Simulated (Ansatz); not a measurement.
`[SiH3][CH2][GaH2]` + H₂O → `[OH][GaH2]` + `C[SiH3]` at 400 K and 1 bar (formal hydrolysis of a Ga–C bond).

Isolated molecules relaxed with PBE0-D4/def2-TZVP in Ansatz; ΔE leaves out vibrations. CBS: MP2 limit from def2 TZ/QZ plus the TZ coupled-cluster correction, frozen cores. This one scheme is used for every species. For Ga outer-core shells are correlated without core-valence functions, which leaves a few kJ/mol of doubt a bond. Scalar relativity is left out up to krypton.

```tsv
species	CCSD(T)/CBS energy (Eh)	H − E (kJ/mol)	S (J/(mol·K))
`[SiH3][CH2][GaH2]`	-2255.26496	199.8	370.6
H₂O	-76.37941	69.8	198.6
`[OH][GaH2]`	-2000.92981	89.0	281.3
`C[SiH3]`	-330.73916	180.9	277.1
```

H − E and S are ideal-gas, rigid-rotor, harmonic terms from PBE0-D4/def2-TZVP. 1 Eh = 2625.50 kJ/mol, R = 8.31446 J/(mol·K).

Problem. By hand: ΔE, ΔH, ΔS and ΔG.

Solution. ΔE = (-2000.92981) + (-330.73916) − (-2255.26496) − (-76.37941) = -0.02460 Eh = -64.6 kJ/mol. Δ(H − E) = 89.0 + 180.9 − 199.8 − 69.8 = 0.3, so ΔH = -64.3 kJ/mol. ΔS = 281.3 + 277.1 − 370.6 − 198.6 = -10.8 J/(mol·K). ΔG = -64.3 − 400 × (-10.8)/1000 = -60.0 kJ/mol.

Problem. By hand: the equilibrium constant, and the temperature at which ΔG would vanish if ΔH and ΔS stayed fixed.

Solution. log₁₀ K = −ΔG/(RT ln 10) = 7.8. ΔG = 0 at ΔH/ΔS = 5954 K, far beyond where these terms or the molecules hold.

The number of gas molecules stays the same, so ΔS is small and ΔH decides. A doubt of 5 kJ/mol in ΔE shifts log₁₀ K by 0.7 here. These are equilibria of isolated gas molecules and say nothing of rates. Largest T1 diagnostic: 0.015 (customary marks: 0.02 for closed shells, 0.045 for open ones).
